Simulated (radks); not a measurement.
Problem. The table gives one normalised radial function P(r) = r R(r) of B3+ in [He] (r in bohr). All-electron calculation, non-relativistic Kohn-Sham, PBEsol, spin-polarised, spherical densities, point nucleus. Program: a radial shooting solver on a logarithmic mesh with Libxc functionals.

| r | P |
|---|---|
| 0.01863 | 0.3544 |
| 0.02349 | 0.4362 |
| 0.02963 | 0.5335 |
| 0.03736 | 0.6473 |
| 0.04712 | 0.7777 |
| 0.05942 | 0.9227 |
| 0.07494 | 1.0778 |
| 0.09375 | 1.2292 |
| 0.1182 | 1.3754 |
| 0.1491 | 1.4934 |
| 0.188 | 1.5621 |
| 0.2371 | 1.5604 |
| 0.2991 | 1.4722 |
| 0.3771 | 1.2940 |
| 0.4756 | 1.0416 |
| 0.5998 | 0.7516 |
| 0.7564 | 0.4735 |
| 0.9464 | 0.2581 |
| 1.193 | 0.1116 |

Which n and l does it have? It may be an empty orbital.

Solution. n = 1, l = 0: the number of nodes gives n - l - 1 = 0, the rise at small r (about r^(l+1)) gives l, and the extent must fit the shell. The curve is that of 1s. 1s: eigenvalue -230.10 eV, 0 radial nodes, <r> = 0.327 bohr, 90 % of the charge inside 0.588 bohr.
